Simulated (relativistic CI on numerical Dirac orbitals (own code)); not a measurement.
## Transition arrays of Xe15+

Method of calculation: Dirac-Coulomb-Breit CI, orbitals from a KLI potential per configuration, a model potential for QED, valence Slater integrals scaled by 0.9, whole transition arrays (own radial code, finite nucleus).

CI space (outside the closed core [Ar] 3d10 4s2): 4p⁶4d³, 4p⁶4d²4f, 4p⁵4d⁴, 4p⁶4d²5p, 4p⁶4d²5f. Levels of other configurations are missing.

All E1 lines from the levels of 4p⁶4d³; mean and standard deviation are weighted by gf, and upper levels are sorted by their leading configuration.

```
Upper configuration  Lines    Σgf  Mean (eV)  Mean (nm)  σ (eV)  Strongest line (nm)
           4p⁶4d²4f    452  258.9     116.65     10.629    2.72               10.563
             4p⁵4d⁴   1987  591.5     117.00     10.597    5.40               10.396
           4p⁶4d²5p    466   38.5     135.41      9.156    3.03                9.105
           4p⁶4d²5f    721   17.8     209.04      5.931    2.26                5.910
```

Σgf per state of the lower configuration in bins of 0.2 nm over the central range (centre: value): 5.9: 0.13, 9.1: 0.20, 9.3: 0.06, 10.1: 0.14, 10.3: 0.74, 10.5: 4.16, 10.7: 1.50, 10.9: 0.22.

(1) How do configuration mixing and the scaling of the Slater integrals move the arrays?

## Answers

(1) Slater scale 0.9, no configuration mixing: 4p⁶4d²4f 107.4 ± 4.4 eV (Σgf 311.0), 4p⁵4d⁴ 108.2 ± 8.7 eV (Σgf 459.7), 4p⁶4d²5p 135.8 ± 2.3 eV (Σgf 48.0), 4p⁶4d²5f 208.8 ± 2.3 eV (Σgf 26.5); Slater scale 1: 4p⁶4d²4f 118.7 ± 3.0 eV (Σgf 232.4), 4p⁵4d⁴ 119.3 ± 5.3 eV (Σgf 633.1), 4p⁶4d²5p 133.9 ± 5.3 eV (Σgf 39.9), 4p⁶4d²5f 209.1 ± 2.4 eV (Σgf 17.1); Slater scale 0.8: 4p⁶4d²4f 114.8 ± 2.8 eV (Σgf 280.2), 4p⁵4d⁴ 114.6 ± 5.5 eV (Σgf 552.3), 4p⁶4d²5p 135.6 ± 2.2 eV (Σgf 39.9), 4p⁶4d²5f 209.0 ± 2.1 eV (Σgf 18.4). With mixing, levels are counted to their leading configuration, so an array can shrink or vanish into another, and the sums then hold other lines.
